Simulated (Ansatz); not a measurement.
Mulliken charges of `C[B](Cl)[InH2]` from r2SCAN/def2-TZVPP in Ansatz (PBE0-D4/def2-TZVP geometry).

```json
{"atom": "C1", "x (Å)": "0.371", "y (Å)": "1.168", "z (Å)": "-0.918", "charge (e)": "-0.210"}
{"atom": "B2", "x (Å)": "0.607", "y (Å)": "-0.009", "z (Å)": "0.070", "charge (e)": "0.107"}
{"atom": "Cl3", "x (Å)": "2.278", "y (Å)": "-0.453", "z (Å)": "0.439", "charge (e)": "-0.139"}
{"atom": "In4", "x (Å)": "-0.961", "y (Å)": "-1.306", "z (Å)": "1.060", "charge (e)": "0.316"}
{"atom": "H5", "x (Å)": "1.234", "y (Å)": "1.827", "z (Å)": "-1.043", "charge (e)": "0.073"}
{"atom": "H6", "x (Å)": "0.159", "y (Å)": "0.714", "z (Å)": "-1.897", "charge (e)": "0.082"}
{"atom": "H7", "x (Å)": "-0.514", "y (Å)": "1.761", "z (Å)": "-0.671", "charge (e)": "0.071"}
{"atom": "H8", "x (Å)": "-1.582", "y (Å)": "-2.746", "z (Å)": "0.325", "charge (e)": "-0.150"}
{"atom": "H9", "x (Å)": "-1.591", "y (Å)": "-0.957", "z (Å)": "2.636", "charge (e)": "-0.150"}
```

By hand: the dipole of these point charges (1 e Å = 4.8032 D).

Σ q r = (-0.091, 0.276, -0.249) e Å, of length 0.383 e Å = 1.84 D.

How does the dipole of the full density compare? (Best estimate.)

The calculation gave: (-0.062, 0.246, -0.220) e Å, 1.61 D; the point charges give 1.14 times that, at 3° from its direction.

Point charges leave out the atoms' own dipoles, such as those of lone pairs, and Mulliken's split depends on the basis, so the close match here is no proof of good charges.
